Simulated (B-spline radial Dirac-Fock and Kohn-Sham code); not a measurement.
**Ge⁺: L2-M45M45 lines in intermediate coupling**

System: the Ge⁺ ion, [Ar] 3d10 4s1 4p2 (an excited configuration).

Level of theory: relaxed Dirac-Fock hole states (ΔSCF) with Breit and QED corrections and a finite nucleus; a radial B-spline solver. The two-hole levels come from diagonalising the Coulomb interaction among the jj configurations; intensities are independent-particle Coulomb rates. Kinetic energies are from the vacuum level. No correlation. Open outer shells are spectators and are not coupled to the holes.

| kinetic energy (eV) | J | leading jj holes (weight) | leading LS term (weight) |
| --- | --- | --- | --- |
| 1140.4 | 0 | M5M5 (0.53) | ¹S0 (0.99) |
| 1147.4 | 4 | M4M5 (0.84) | ¹G4 (1.00) |
| 1148.3 | 0 | M4M4 (0.53) | ³P0 (0.99) |
| 1148.3 | 1 | M4M5 (1.00) | ³P1 (1.00) |
| 1148.4 | 2 | M4M5 (0.69) | ³P2 (0.76) |
| 1149.2 | 2 | M5M5 (0.79) | ¹D2 (0.75) |
| 1151.6 | 2 | M4M4 (0.55) | ³F2 (0.98) |
| 1151.9 | 3 | M4M5 (1.00) | ³F3 (1.00) |
| 1152.4 | 4 | M5M5 (0.84) | ³F4 (1.00) |

The intensity is shared as follows: 1147.4 eV 63.7 %, 1149.2 eV 9.3 %, 1151.9 eV 8.5 %, 1152.4 eV 5.7 %, 1151.6 eV 5.3 %, 1148.4 eV 4.3 %, 1140.4 eV 1.8 %, 1148.3 eV 1.0 %, 1148.3 eV 0.3 %.

The strongest line, by its leading LS label ¹G4, lies at 1147.4 eV. The mean weight of the leading component is 0.75 in jj and 0.94 in LS coupling, so LS labels describe these levels better.

Values without a named source are computed, but for edge energies of neutral atoms, which are taken from tables.
